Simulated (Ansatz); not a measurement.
Process, species as SMILES: F[C]F (closed-shell singlet) → C atom + 2 F atom
B3LYP-D3(BJ)/def2-TZVP geometries, fixed; electronic energies without zero-point terms.

Basis-set convergence of the atomisation energy at PBE with Ansatz (an electronic-structure program). All functions are spherical. The program fits the integrals of some runs and decomposes those of others, by size. Open shells are unrestricted. No added dispersion term, no relativity. Functions are those of the species that has most. Reference: the value in aug-pcseg-3, 276.90 kcal/mol, itself unsure by roughly 0.18 kcal/mol (its mean distance from aug-cc-pVQZ, cc-pV5Z, def2-QZVPPD). Deviations are taken from unrounded values.

```csv
basis,functions,atomisation energy (kcal/mol),minus reference (kcal/mol)
pcseg-0,27,253.67,-23.23
pcseg-1,42,274.24,-2.66
aug-pcseg-1,69,274.88,-2.02
pcseg-2,90,276.56,-0.35
aug-pcseg-2,138,276.81,-0.09
pcseg-3,180,276.76,-0.14
aug-pcseg-3,255,276.90,0.00
```

The smallest set listed that lies within 1 kcal/mol of the reference with all its larger relatives (same family, alike in diffuse functions; a set with none counts only in the reference's own line) is pcseg-2 (90 functions, -0.35 kcal/mol off).
